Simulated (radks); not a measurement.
Values are calculated unless marked as measured or tabulated.
Coulomb parameter of the 3d shell of the scandium ion Sc+ in the model configuration [Ar] 3d1 4s1, as a second difference U = [E(n + 1) + E(n - 1) - 2 E(n)] / (1)^2 with all orbitals relaxed. "Bare": the charge of the atom changes with n. "Screened": the 4s shell takes up the change at fixed total charge, which measures U(3d,3d) + U(4s,4s) - 2 U(3d,4s). Level of theory: scalar-relativistic Kohn-Sham, r2SCAN, spin-unpolarised, spherical densities, finite nucleus; meta-GGA in the generalised Kohn-Sham scheme; Fermi nuclear charge, rms radius 3.5459 fm (a radial shooting solver on a logarithmic mesh with Libxc functionals).

| case | configuration | E - E(n) (eV) |
|---|---|---|
| start | [Ar] 3d1 4s1 | 0.000 |
| bare +1 | [Ar] 3d2 4s1 | -4.979 |
| bare -1 | [Ar] 4s1 | 15.723 |
| screened +1 | [Ar] 3d2 | 0.712 |
| screened -1 | [Ar] 4s2 | 1.157 |

U(bare) = 10.744 eV, U(screened by 4s) = 1.869 eV, against the Slater integral F0(3d,3d) = 14.959 eV with frozen orbitals.
